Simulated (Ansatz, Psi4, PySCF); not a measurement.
Pair of molecules: CH4 (SMILES C) (first 5 atoms) with C3H6 (SMILES C=CC); geometry from B3LYP-D3(BJ)/def2-TZVP, rigid monomers moved along the line of their centres of mass till H5···C7 is 2.75 Å.
(charge 0, multiplicity 1):
```xyz
14

C     -0.153     0.008     0.502
H     -1.190    -0.281     0.671
H      0.231    -0.519    -0.371
H     -0.102     1.082     0.326
H      0.442    -0.248     1.377
C      0.871    -1.011     4.017
C      0.484     0.257     4.083
C     -0.891     0.755     3.773
H      0.185    -1.798     3.723
H      1.884    -1.309     4.253
H      1.209     1.010     4.381
H     -0.868     1.481     2.955
H     -1.555    -0.060     3.485
H     -1.326     1.266     4.636
```

Counterpoise-corrected where a basis set is named; no monomer relaxation. Rows marked so take none.

Correlated levels freeze the cores. Rows in 3-21G, STO-3G carry no dispersion term and start afresh at each structure.

Programs: Ansatz (Gaussian basis) for Hartree–Fock, density functionals and correlated methods; Psi4 for SAPT; PySCF for 3-21G rows, STO-3G rows, the dispersion terms. 

```tsv
level	interaction energy (kJ/mol)
HF/STO-3G (no counterpoise)	4.8
HF/3-21G (no counterpoise)	3.4
PBE-D3(BJ)/def2-TZVPPD	-3.6
r2SCAN/def2-TZVPPD	-0.4
B3LYP-D3(BJ)/def2-TZVPPD	-2.7
PBE0/def2-TZVPPD	2.2
wB97M-V/def2-TZVPPD	-2.6
CCSD(T)/aug-cc-pVDZ	-1.1
SAPT0/jun-cc-pV(D+d)Z	___
```

Question: Complete the blanks.

Answer: 
- SAPT0/jun-cc-pV(D+d)Z, interaction energy (kJ/mol): 0.3

Ansatz is a quantum-chemistry and plane-wave program.
